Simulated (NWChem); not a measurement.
System: C₂H₄N cation; SMILES CC#[NH+]

Input file for NWChem:

```
start job
memory heap 200 mb stack 900 mb global 1100 mb
charge 1
geometry units angstroms noautosym nocenter noautoz
  C     -0.000063    -1.265084    -0.000052
  C     -0.000136     0.165839    -0.000311
  N     -0.000180     1.311978    -0.000859
  H     -0.708650    -1.626166    -0.764217
  H     -0.307489    -1.626255     0.995663
  H      1.016039    -1.626079    -0.231670
  H     -0.000336     2.329171    -0.002272
end
basis spherical
  * library pcsseg-1
end
dft
  xc xpbe96 cpbe96
  iterations 150
end
property
  shielding 5 1 2 3 4 7
end
task dft property
```

NWChem printed, in part:

```
             Northwest Computational Chemistry Package (NWChem) 7.3.0
             --------------------------------------------------------

                             Geometry "geometry" -> ""
                             -------------------------

 Output coordinates in angstroms (scale by  1.889725989 to convert to a.u.)

  No.       Tag          Charge          X              Y              Z
 ---- ---------------- ---------- -------------- -------------- --------------
    1 C                    6.0000    -0.00006300    -1.26508400    -0.00005200
    2 C                    6.0000    -0.00013600     0.16583900    -0.00031100
    3 N                    7.0000    -0.00018000     1.31197800    -0.00085900
    4 H                    1.0000    -0.70865000    -1.62616600    -0.76421700
    5 H                    1.0000    -0.30748900    -1.62625500     0.99566300
    6 H                    1.0000     1.01603900    -1.62607900    -0.23167000
    7 H                    1.0000    -0.00033600     2.32917100    -0.00227200

 Effective nuclear repulsion energy (a.u.)      65.3854725609

  pbe96 is a nonlocal functional; adding pw91lda local functional.
                              NWChem Property Module
                              ----------------------

  itol2e modified to match energy
  convergence criterion.

                                 NWChem DFT Module
                                 -----------------

 Summary of "ao basis" -> "ao basis" (spherical)
 ------------------------------------------------------------------------------
       Tag                 Description            Shells   Functions and Types
 ---------------- ------------------------------  ------  ---------------------
 C                          pcsseg-1                 7       17   3s3p1d
 N                          pcsseg-1                 7       17   3s3p1d
 H                          pcsseg-1                 3        5   2s1p

  itol2e modified to match energy
  convergence criterion.

            General Information
            -------------------
          SCF calculation type: DFT
          Wavefunction type:  closed shell.
          No. of atoms     :     7
          No. of electrons :    22
           Alpha electrons :    11
            Beta electrons :    11
          Charge           :     1
          Spin multiplicity:     1
          Use of symmetry is: off; symmetry adaption is: off
          Maximum number of iterations: 150
          AO basis - number of functions:    71
                     number of shells:    33
          Convergence on energy requested:  1.00D-07
          Convergence on density requested:  1.00D-05
          Convergence on gradient requested:  5.00D-04

              XC Information
              --------------
          PerdewBurkeErnzerhof Exchange Functional  1.000
            Perdew 1991 LDA Correlation Functional  1.000 local
           PerdewBurkeErnz. Correlation Functional  1.000 non-local

             Grid Information
             ----------------
          Grid used for XC integration:  fine
          Radial quadrature: Mura-Knowles
          Angular quadrature: Lebedev.
          Tag              B.-S. Rad. Rad. Pts. Rad. Cut. Ang. Pts.
          ---              ---------- --------- --------- ---------
          C                   0.70       70          11.0       590
          N                   0.65       70          10.0       590
          H                   0.35       60          11.0       590
          Grid pruning is: on
          Number of quadrature shells:   450
          Spatial weights used:  Erf1

      Superposition of Atomic Density Guess
      -------------------------------------

 Sum of atomic energies:        -131.58738023

 Renormalizing density from      23.00 to     22

      Non-variational initial energy
      ------------------------------

 Total energy =    -129.158136
 1-e energy   =    -291.616986
 2-e energy   =      97.073377
 HOMO         =      -0.810775
 LUMO         =      -0.342507

   convergence    iter        energy       DeltaE   RMS-Dens  Diis-err
 ---------------- ----- ----------------- --------- --------- ---------
 d= 0,ls=0.0,diis     1   -132.7953418646 -1.98D+02  1.36D-02  9.28D-01
 d= 0,ls=0.0,diis     2   -132.5667184801  2.29D-01  1.13D-02  2.76D+00
 d= 0,ls=0.0,diis     3   -132.8197650577 -2.53D-01  4.26D-03  5.16D-01
 d= 0,ls=0.0,diis     4   -132.8772887909 -5.75D-02  9.40D-04  1.95D-02
 d= 0,ls=0.0,diis     5   -132.8797042605 -2.42D-03  1.85D-04  3.94D-04
  Resetting Diis
 d= 0,ls=0.0,diis     6   -132.8797347154 -3.05D-05  8.42D-05  1.18D-04
 d= 0,ls=0.0,diis     7   -132.8797489190 -1.42D-05  3.26D-05  2.86D-06
 d= 0,ls=0.0,diis     8   -132.8797486415  2.77D-07  1.83D-05  4.88D-06
 d= 0,ls=0.0,diis     9   -132.8797493123 -6.71D-07  2.71D-06  1.00D-07
 d= 0,ls=0.0,diis    10   -132.8797493167 -4.39D-09  1.29D-06  6.56D-08

         Total DFT energy =     -132.879749316729
      One electron energy =     -301.444284001046
           Coulomb energy =      121.896807796842
    Exchange-Corr. energy =      -18.717745673411
 Nuclear repulsion energy =       65.385472560886

 Numeric. integr. density =       21.999999984866

[...]

          -----------------------------------------
          Chemical Shielding Tensors (GIAO, in ppm)
          -----------------------------------------

                                NWChem CPHF Module
                                ------------------

  scftype          =     RHF
  nclosed          =       11
  nopen            =        0
  variables        =      660
  # of vectors     =        3
  tolerance        = 0.10D-03
  level shift      = 0.00D+00
  max iterations   =       50
  max subspace     =       30

 SCF residual:    4.3701565044617060E-005

Iterative solution of linear equations
  No. of variables      660
  No. of equations        3
  Maximum subspace       30
        Iterations       50
       Convergence  1.0D-04

   iter   nsub   residual    time
   ----  ------  --------  ---------
     1      3    1.89D-05      13.1

      Atom:    1  C
        Diamagnetic
    243.0103     -0.0012      0.0005
     -0.0012    265.2883     -0.0022
      0.0005     -0.0022    243.0095

        Paramagnetic
    -74.6985     -0.0015     -0.0025
     -0.0015    -60.0123     -0.0061
     -0.0025     -0.0061    -74.6927

        Total Shielding Tensor
    168.3118     -0.0027     -0.0021
     -0.0027    205.2760     -0.0082
     -0.0021     -0.0082    168.3168

           isotropic =     180.6349
          anisotropy =      36.9617

          Principal Components and Axis System
                 1           2           3
              205.2760    168.3175    168.3111

      1        -0.0001     -0.3367      0.9416
      2         1.0000      0.0002      0.0001
      3        -0.0002      0.9416      0.3367

      Atom:    2  C
        Diamagnetic
    251.8807     -0.0011      0.0002
     -0.0011    283.2347     -0.0076
      0.0002     -0.0076    251.8804

        Paramagnetic
   -296.9093     -0.0207     -0.0001
     -0.0207     -1.3248     -0.2029
     -0.0001     -0.2029   -296.9095

        Total Shielding Tensor
    -45.0286     -0.0218      0.0001
     -0.0218    281.9099     -0.2104
      0.0001     -0.2104    -45.0291

           isotropic =      63.9507
          anisotropy =     326.9390

          Principal Components and Axis System
                 1           2           3
              281.9100    -45.0292    -45.0286

      1        -0.0001     -0.0772      0.9970
      2         1.0000      0.0006      0.0001
      3        -0.0006      0.9970      0.0772

      Atom:    3  N
        Diamagnetic
    320.3562     -0.0014     -0.0001
     -0.0014    345.2396     -0.0146
     -0.0001     -0.0146    320.3563

        Paramagnetic
   -313.6522     -0.0078     -0.0038
     -0.0078    -31.4922     -0.0758
     -0.0038     -0.0758   -313.6445

        Total Shielding Tensor
      6.7040     -0.0092     -0.0039
     -0.0092    313.7474     -0.0904
     -0.0039     -0.0904      6.7118

           isotropic =     109.0544
          anisotropy =     307.0395

          Principal Components and Axis System
                 1           2           3
              313.7474      6.7134      6.7024

      1        -0.0000     -0.3814      0.9244
      2         1.0000      0.0003      0.0001
      3        -0.0003      0.9244      0.3814

      Atom:    4  H
        Diamagnetic
     24.9485      4.9349      6.9368
      4.9349     27.1079      5.3213
      6.9368      5.3213     25.9965

        Paramagnetic
      2.2923     -1.8644     -2.5568
     -1.8644      0.9568     -2.0107
     -2.5568     -2.0107      1.9062

        Total Shielding Tensor
     27.2407      3.0705      4.3801
      3.0705     28.0648      3.3106
      4.3801      3.3106     27.9027

           isotropic =      27.7361
          anisotropy =      10.7952

          Principal Components and Axis System
                 1           2           3
               34.9329     25.0962     23.1792

      1         0.5682     -0.3734      0.7333
      2         0.5494      0.8356     -0.0002
      3         0.6127     -0.4030     -0.6799

      Atom:    5  H
        Diamagnetic
     22.2511     -0.0024     -0.0000
     -0.0024     39.2816     -0.0219
     -0.0000     -0.0219     22.2512

        Paramagnetic
     -3.2919      0.0007      0.0001
      0.0007     -1.4936      0.0062
      0.0001      0.0062     -3.2921

        Total Shielding Tensor
     18.9592     -0.0018      0.0001
     -0.0018     37.7880     -0.0158
      0.0001     -0.0158     18.9591

           isotropic =      25.2354
          anisotropy =      18.8289

          Principal Components and Axis System
                 1           2           3
               37.7880     18.9592     18.9591

      1        -0.0001      0.9110     -0.4123
      2         1.0000      0.0004      0.0007
      3        -0.0008      0.4123      0.9110
```

Level: PBE/pcSseg-1, GIAO. Coordinates come from a PBE0/def2-SVP optimisation. The output numbers the shielded atoms by their place in the input's list. The printed shielding anisotropy is the first printed principal value minus the mean of the other two.
